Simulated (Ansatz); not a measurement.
`N[SiH2][InH][F]` + H₂Se → `[F][InH][SeH]` + `N[SiH3]` at 600 K and 1 bar (cleavage of the In–Si bond).

Gas-phase electronic energies from Ansatz, PBE0-D4/def2-TZVP geometries. CCSD(T)/CBS is the MP2 limit (def2-TZVPP, def2-QZVPP) plus CCSD(T) − MP2 in def2-TZVPP, frozen cores. This one scheme is used for every species. def2 core potentials past Kr. For In, Se outer-core shells are correlated without core-valence functions, which leaves a few kJ/mol of doubt a bond. Scalar relativity is left out up to krypton. One conformer a species, not always the lowest.

| species | CCSD(T)/CBS energy (Eh) | H − E (kJ/mol) | S (J/(mol·K)) |
| --- | --- | --- | --- |
| `N[SiH2][InH][F]` | -636.44681 | 196.9 | 463.5 |
| H₂Se | -2401.89790 | 57.0 | 244.8 |
| `[F][InH][SeH]` | -2691.57127 | 83.9 | 389.5 |
| `N[SiH3]` | -346.80422 | 170.6 | 320.8 |

H − E and S are ideal-gas, rigid-rotor, harmonic terms from PBE0-D4/def2-TZVP, for one conformer and one mirror image of each species. 1 Eh = 2625.50 kJ/mol, R = 8.31446 J/(mol·K).

By hand: ΔE, ΔH, ΔS and ΔG.

ΔE = (-2691.57127) + (-346.80422) − (-636.44681) − (-2401.89790) = -0.03078 Eh = -80.8 kJ/mol. Δ(H − E) = 83.9 + 170.6 − 196.9 − 57.0 = 0.6, so ΔH = -80.2 kJ/mol. ΔS = 389.5 + 320.8 − 463.5 − 244.8 = 2.0 J/(mol·K). ΔG = -80.2 − 600 × (2.0)/1000 = -81.4 kJ/mol.

By hand: the equilibrium constant, and the temperature at which ΔG would vanish if ΔH and ΔS stayed fixed.

log₁₀ K = −ΔG/(RT ln 10) = 7.1. ΔH and −TΔS have one sign here, so there is no such temperature. One of them is within its doubt of zero, so this could turn.

The number of gas molecules stays the same, so ΔS is small and ΔH decides. A doubt of 5 kJ/mol in ΔE shifts log₁₀ K by 0.4 here. Other conformers and mirror images would add mixing entropy, several J/(mol·K) or more a flexible species. Modes under 60 cm⁻¹, often nearly free rotors, make the harmonic entropy too high. These are equilibria of isolated gas molecules and say nothing of rates. Largest T1 diagnostic: 0.015 (customary marks: 0.02 for closed shells, 0.045 for open ones).
